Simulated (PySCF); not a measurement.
Vibration and rotation of CsN

MN15 constants of CsN, ³Π (triplet), unpaired electrons σ ↑, π ↑ (basis Cs def2-TZVP with ECP46, N def2-TZVP; scalar-relativistic core potentials; PySCF 2.14; masses 132.9054 and 14.0031 u):

* ωe: 336.8 cm⁻¹
* ωexe: 1.76 cm⁻¹
* Be: 0.20345 cm⁻¹
* αe: 0.00142 cm⁻¹
* De to Cs + N: 1.13 eV

**Question.** What force constant and bond length do these constants imply?

**Answer.** Reduced mass μred = 12.668 u; k = 5.8918×10⁻⁷·μred·ωe² (u, cm⁻¹, mdyn/Å) = 0.847 mdyn/Å; Re = √(16.8576/(μred·Be)) (u, cm⁻¹, Å) = 2.557 Å.

**Question.** Estimate the centrifugal constant D from the Kratzer relation and find the Dunham coefficient a1.

**Answer.** D = 4Be³/ωe² = 2.97e-07 cm⁻¹; a1 = −1 − αeωe/(6Be²) = -2.93.

Spin–orbit coupling is left out, which matters for elements this heavy, above all for dissociation energies. The state was picked by a PBE0 search and need not be the measured ground state.
